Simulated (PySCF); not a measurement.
Computed shifts of a molecule C3H11BSi, PBE0/pcSseg-1 in PySCF, GIAO, gas phase, equivalent atoms averaged, in ppm (number of nuclei): ²⁹Si: -69.4 (1). ¹³C: 20.2 (1), 17.3 (2). ¹H: 4.18 (3), 1.50 (2), 1.13 (6). References: ²⁹Si against TMS (σ = 352.7 ppm); ¹³C against TMS (σ = 186.3 ppm); ¹¹B against BF3 (σ = 88.8 ppm); ¹H against TMS (σ = 31.56 ppm), references at their B3LYP-D3(BJ)/def2-TZVP geometries, non-relativistic. Geometry optimised at PBE0-D3(BJ)/def2-SVP. Other conformers were not sampled.

Which molecule gave these data?
A) B[Si](C)(C)C
B) C[SiH2]B(C)C
C) CB(C)C[SiH3]

C, CB(C)C[SiH3]
